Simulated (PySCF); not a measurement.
A mixed set of molecules. Level of theory: TDDFT PBE0/def2-SVPD, vertical, gas phase, core orbitals frozen in the response in PySCF 2.14.0, density-fitted response routines. Geometries: GFN2-xTB; one conformer of each isolated species. Triplets are in the Tamm–Dancoff approximation.

Question: Rank by computed S1–T1 gap, lowest first.
A. `C1CC1[SiH]1CCC1`
B. `CC1=CC[Si]1(C)C`
C. `CC[C@@H]1C=C([SiH3])C1`
D. `CCC[C@@H]1O[C@H]1F`
E. `CCC#CC[SiH2]C`

Answer: D (0.21 eV), A (0.46 eV), E (0.92 eV), B (2.09 eV), C (2.22 eV).

```csv
SMILES,S1−T1 (eV),S1 (eV),T1 (eV),S1 mainly,T1 mainly,f(S1)
CCC[C@@H]1O[C@H]1F,0.21,8.10,7.90,H→L (94%),H→L (77%),0.015
C1C[SiH](C2CC2)C1,0.46,6.87,6.41,H-1→L (89%),H→L (84%),0.001
CCC#CC[SiH2]C,0.92,6.30,5.37,H→L (76%),H→L+1 (24%),0.004
CC1=CC[Si]1(C)C,2.09,6.37,4.27,H-1→L (92%),H→L (92%),0.006
CC[C@@H]1C=C([SiH3])C1,2.22,6.28,4.06,H-1→L (94%),H→L (94%),0.011
```

H and L stand for HOMO and LUMO. For `C1C[SiH](C2CC2)C1`, `CCC#CC[SiH2]C`, `CC1=CC[Si]1(C)C` and `CC[C@@H]1C=C([SiH3])C1` the leading configurations of S1 and T1 differ. Singlets come from full response and triplets from the Tamm–Dancoff approximation.

Without π bonds the low states are Rydberg-like; a valence basis with one diffuse set may place them up to an eV too high.
